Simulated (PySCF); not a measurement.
C6H6O3.
Numbering: `[CH3:1][C:2](=[O:3])[O:4][c:5]1[cH:6][cH:7][cH:8][o:9]1` (hydrogens: H10, H11, H12 on C1; H13 on C6; H14 on C7; H15 on C8)

The same species was optimised twice, with GFN2-xTB and with PBE0-D3(BJ)/def2-SVP (PySCF), and the same property calculations (PySCF, gas phase) were run on both structures.

```json
{"coordinate": "O4–C5 (Å)", "GFN2-xTB": "1.363", "PBE0-D3(BJ)/def2-SVP": "1.348", "change": "-0.015"}
{"coordinate": "C6–C7 (Å)", "GFN2-xTB": "1.419", "PBE0-D3(BJ)/def2-SVP": "1.434", "change": "+0.015"}
{"coordinate": "C2–O4 (Å)", "GFN2-xTB": "1.351", "PBE0-D3(BJ)/def2-SVP": "1.360", "change": "+0.009"}
{"coordinate": "C8–O9 (Å)", "GFN2-xTB": "1.350", "PBE0-D3(BJ)/def2-SVP": "1.357", "change": "+0.007"}
{"coordinate": "C1–C2 (Å)", "GFN2-xTB": "1.503", "PBE0-D3(BJ)/def2-SVP": "1.497", "change": "-0.006"}
{"coordinate": "C5–O9 (Å)", "GFN2-xTB": "1.343", "PBE0-D3(BJ)/def2-SVP": "1.337", "change": "-0.006"}
{"coordinate": "C7–C8 (Å)", "GFN2-xTB": "1.357", "PBE0-D3(BJ)/def2-SVP": "1.360", "change": "+0.003"}
{"coordinate": "C5–C6 (Å)", "GFN2-xTB": "1.362", "PBE0-D3(BJ)/def2-SVP": "1.365", "change": "+0.003"}
{"coordinate": "C2=O3 (Å)", "GFN2-xTB": "1.198", "PBE0-D3(BJ)/def2-SVP": "1.197", "change": "-0.001"}
{"coordinate": "O4–C5–O9 (°)", "GFN2-xTB": "113.9", "PBE0-D3(BJ)/def2-SVP": "111.8", "change": "-2.1"}
{"coordinate": "O4–C5–C6 (°)", "GFN2-xTB": "134.6", "PBE0-D3(BJ)/def2-SVP": "136.4", "change": "+1.8"}
{"coordinate": "O3–C2–O4 (°)", "GFN2-xTB": "124.4", "PBE0-D3(BJ)/def2-SVP": "123.5", "change": "-0.9"}
{"coordinate": "C7–C8–O9 (°)", "GFN2-xTB": "110.6", "PBE0-D3(BJ)/def2-SVP": "110.0", "change": "-0.6"}
{"coordinate": "C5–O9–C8 (°)", "GFN2-xTB": "106.4", "PBE0-D3(BJ)/def2-SVP": "107.0", "change": "+0.6"}
{"coordinate": "C5–C6–C7 (°)", "GFN2-xTB": "105.0", "PBE0-D3(BJ)/def2-SVP": "104.5", "change": "-0.5"}
{"coordinate": "C1–C2–O3 (°)", "GFN2-xTB": "126.1", "PBE0-D3(BJ)/def2-SVP": "126.6", "change": "+0.5"}
{"coordinate": "C1–C2–O4 (°)", "GFN2-xTB": "109.5", "PBE0-D3(BJ)/def2-SVP": "109.9", "change": "+0.4"}
{"coordinate": "C1–C2–O4–C5 (°)", "GFN2-xTB": "180", "PBE0-D3(BJ)/def2-SVP": "179", "change": "-1"}
{"coordinate": "C2–O4–C5–C6 (°)", "GFN2-xTB": "0", "PBE0-D3(BJ)/def2-SVP": "0", "change": "0"}
```

Rotational constants: A = 5005, B = 1049, C = 872.2 MHz (GFN2-xTB) against A = 5004, B = 1051, C = 873.0 MHz (PBE0-D3(BJ)/def2-SVP). Atoms that the bonding makes alike are paired by their places after alignment.

On the GFN2-xTB structure: lowest singlet, TDDFT (eV) 5.63 [CAM-B3LYP/def2-SVPD]; isotropic polarisability (au) 78.3 [CAM-B3LYP/def2-SVPD]; HOMO (eV) -7.77 [CAM-B3LYP/def2-SVPD]; LUMO (eV) 0.66 [CAM-B3LYP/def2-SVPD]; dipole (D) 1.17 [CAM-B3LYP/def2-SVPD]; HOMO (eV) -6.47 [PBE0/pcSseg-1]; LUMO (eV) -0.37 [PBE0/pcSseg-1]; dipole (D) 1.19 [PBE0/pcSseg-1]; GIAO shielding of C1 (ppm) 163.1 [PBE0/pcSseg-1]; GIAO shielding of C2 (ppm) 17.1 [PBE0/pcSseg-1]; GIAO shielding of O3 (ppm) -127.6 [PBE0/pcSseg-1]; GIAO shielding of O4 (ppm) 92.7 [PBE0/pcSseg-1]; GIAO shielding of C5 (ppm) 26.6 [PBE0/pcSseg-1]; GIAO shielding of C6 (ppm) 87.1 [PBE0/pcSseg-1]; GIAO shielding of C7 (ppm) 68.8 [PBE0/pcSseg-1]; GIAO shielding of C8 (ppm) 50.3 [PBE0/pcSseg-1].

Task: What do these properties become on the PBE0-D3(BJ)/def2-SVP structure?

Result: 
```tsv
property	level	on GFN2-xTB	on PBE0-D3(BJ)/def2-SVP	change
lowest singlet, TDDFT (eV)	CAM-B3LYP/def2-SVPD	5.63	5.58	-0.05
isotropic polarisability (au)	CAM-B3LYP/def2-SVPD	78.3	79.2	+0.9
HOMO (eV)	CAM-B3LYP/def2-SVPD	-7.77	-7.73	+0.04
LUMO (eV)	CAM-B3LYP/def2-SVPD	0.66	0.62	-0.04
dipole (D)	CAM-B3LYP/def2-SVPD	1.17	1.25	+0.08
energy, GFN2-xTB geometry as zero (kcal/mol)	CAM-B3LYP/def2-SVPD	0.0	-0.9	-0.9
HOMO (eV)	PBE0/pcSseg-1	-6.47	-6.43	+0.04
LUMO (eV)	PBE0/pcSseg-1	-0.37	-0.42	-0.05
dipole (D)	PBE0/pcSseg-1	1.19	1.27	+0.08
energy, GFN2-xTB geometry as zero (kcal/mol)	PBE0/pcSseg-1	0.0	-0.6	-0.6
GIAO shielding of C1 (ppm)	PBE0/pcSseg-1	163.1	162.2	-0.9
GIAO shielding of C2 (ppm)	PBE0/pcSseg-1	17.1	17.4	+0.3
GIAO shielding of O3 (ppm)	PBE0/pcSseg-1	-127.6	-128.2	-0.6
GIAO shielding of O4 (ppm)	PBE0/pcSseg-1	92.7	89.6	-3.1
GIAO shielding of C5 (ppm)	PBE0/pcSseg-1	26.6	27.5	+0.9
GIAO shielding of C6 (ppm)	PBE0/pcSseg-1	87.1	88.1	+1.0
GIAO shielding of C7 (ppm)	PBE0/pcSseg-1	68.8	67.2	-1.6
GIAO shielding of C8 (ppm)	PBE0/pcSseg-1	50.3	49.5	-0.8
```

The heavy atoms differ by 0.021 Å rms after alignment. Among bonds between heavy atoms O4–C5 and C6–C7 change most and about equally (-0.015 to +0.015 Å). Changes are differences of the printed values. Neither structure is proved a minimum here.

The values belong to the conformer `[CH3:1][C:2](=[O:3])[O:4][c:5]1[cH:6][cH:7][cH:8][o:9]1`: C1–C2–O4–C5 179°, C2–O4–C5–C6 0°.
